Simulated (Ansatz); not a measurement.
The lowest doublet and quartet of CF (SMILES [C]F); geometries from B3LYP-D3(BJ)/def2-TZVP, each state relaxed from the structure named, with no frequency check.
Doublet (charge 0, multiplicity 2):
```xyz
2

C      0.0000     0.0000    -0.7653
F      0.0000     0.0000     0.5102
```
Quartet (charge 0, multiplicity 4):
| atom | x (Å) | y (Å) | z (Å) |
|---|---|---|---|
| C | 0.0000 | 0.0000 | -0.7965 |
| F | 0.0000 | 0.0000 | 0.5310 |

A positive gap puts the quartet lower; no zero-point energy. U- takes an unrestricted doublet. The quartet is unrestricted in single-reference levels. Active spaces average the two states.

Correlated levels freeze the cores.

Codes used: Ansatz (a quantum-chemistry and plane-wave program). Values without a source in brackets are computed.

U-PBE/def2-TZVPP gives -333.7 kJ/mol for the gap E(doublet) − E(quartet), adiabatic.

Question: Where do these levels fall relative to PBE: U-r2SCAN/def2-TZVPP, U-B3LYP/def2-TZVPP, U-wB97M-V/def2-TZVPP, U-B2PLYP/def2-TZVPP, U-MP2/cc-pVQZ, U-CCSD(T)/cc-pVQZ, SC-NEVPT2 on SA-CASSCF(3,4)/cc-pVQZ, FIC-MRCISD+Q on SA-CASSCF(3,4)/cc-pVQZ.

Answer: U-r2SCAN/def2-TZVPP 38.7; U-B3LYP/def2-TZVPP -20.9; U-wB97M-V/def2-TZVPP -32.6; U-B2PLYP/def2-TZVPP -16.1; U-MP2/cc-pVQZ 13.9; U-CCSD(T)/cc-pVQZ -6.7; SC-NEVPT2 on SA-CASSCF(3,4)/cc-pVQZ 4.2; FIC-MRCISD+Q on SA-CASSCF(3,4)/cc-pVQZ -4.2 kJ/mol. 3 of 8 lie above PBE; the widest gap is to U-r2SCAN/def2-TZVPP.
